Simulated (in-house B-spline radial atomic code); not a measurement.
## Ionising neutral barium with different functionals

Computed with a B-spline radial code for spherical atoms: four-component Dirac-Coulomb Hamiltonian, Fermi nucleus of rms radius 4.8378 fm, spin-restricted, spherical fractional occupations for the functionals, and exact exchange of hybrids averaged over the configuration. The ionisation energy is the difference of two self-consistent energies, [Xe] 6s2 → [Xe] 6s1, without Breit or QED terms; ε is the level of the shell that loses the electron (mean over j).

| method | rung | ΔSCF (eV) | -ε(6s) (eV) |
| --- | --- | --- | --- |
| PBE0 | global hybrid | ? | ? |
| B97-1 | global hybrid | 5.19 | 3.54 |
| wB97X | range-separated hybrid | ? | ? |
| CAM-B3LYP | range-separated hybrid | 5.13 | 4.39 |

Question: What does PBE0 give?

Answer: ΔSCF 5.22 eV, and -ε(6s) = 3.70 eV.

Question: What does wB97X give?

Answer: ΔSCF 5.14 eV, and -ε(6s) = 5.10 eV.

Question: Among the functionals, which spreads more, the ΔSCF values or the orbital energies?

Answer: The orbital energies: ΔSCF values span about 0.10 eV and the orbital energies 1.56 eV; here energy differences depend much less on the functional than eigenvalues do.

Question: How do they compare with the NIST value?

Answer: NIST lists 5.212 eV (measured, ground level to ground level). Errors run from -0.08 to +0.01 eV; PBE0 is closest (+0.01 eV), but part of that can be cancellation, since the calculations leave out Breit-QED terms, spin polarisation.
